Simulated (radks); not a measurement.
Charge is removed step by step from the 6s1/2 level of Ir, starting from [Xe] 4f14 5d7 6s2. Calculated with a radial shooting solver on a logarithmic mesh with Libxc functionals: Dirac Kohn-Sham, LDA (Slater exchange, Perdew-Wang correlation), spin-unpolarised, spherical densities, finite nucleus; open shells fill j = l - 1/2 first; Fermi nuclear charge, rms radius 5.4032 fm.

removed (e)  E - E(0) (eV)  eigenvalue (eV)  E minus straight line (eV)
0                    0.000           -6.543                       0.000
0.25                 1.853           -8.292                      -0.679
0.5                  4.151          -10.097                      -0.914
0.75                 6.906          -11.950                      -0.691
1                   10.129          -13.847                       0.000

Removing the whole electron costs 10.129 eV by Delta-SCF, against 6.543 eV from minus the eigenvalue at the starting occupation. Slater's transition state (half an electron removed) gives 10.097 eV. Integrating minus the eigenvalue over the occupation (Janak's theorem) gives 10.129 eV. The mean slope of the eigenvalue, de/dn, is 7.30 eV per electron. Ionisation energy of Ir in the NIST Atomic Spectra Database: 8.967 eV (measured).

Beside tabulated values, note that spin-unpolarised runs miss the spin-polarisation part of the exchange energy of open shells.
